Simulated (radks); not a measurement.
Question: Cu II, 28 electrons, occupied as [Ar] 3d10. All-electron calculation, non-relativistic Kohn-Sham, TPSS, spin-polarised, spherical densities, point nucleus; meta-GGA in the generalised Kohn-Sham scheme. Program: a radial shooting solver on a logarithmic mesh with Libxc functionals. Some entries of the table are withheld. Estimate them.

| orbital | occ. | eigenvalue (eV) | r(max) (bohr) | <1/r> (bohr^-1) |
|---|---|---|---|---|
| 1s | 2 | -8771.054 | (1) | 28.52 |
| 2s | 2 | (2) | (3) | 6.200 |
| 2p | 6 | -921.1714 | (4) | 6.156 |
| 3s | 2 | -120.6243 | 0.6215 | 1.954 |
| 3p | 6 | -80.1648 | 0.6234 | 1.821 |
| 3d | 10 | (5) | (6) | 1.388 |

Answer: 
(1) 1s r(max) (bohr): 0.03488
(2) 2s eigenvalue (eV): -1051.304
(3) 2s r(max) (bohr): 0.1995
(4) 2p r(max) (bohr): 0.1594
(5) 3d eigenvalue (eV): -13.5505
(6) 3d r(max) (bohr): 0.6022
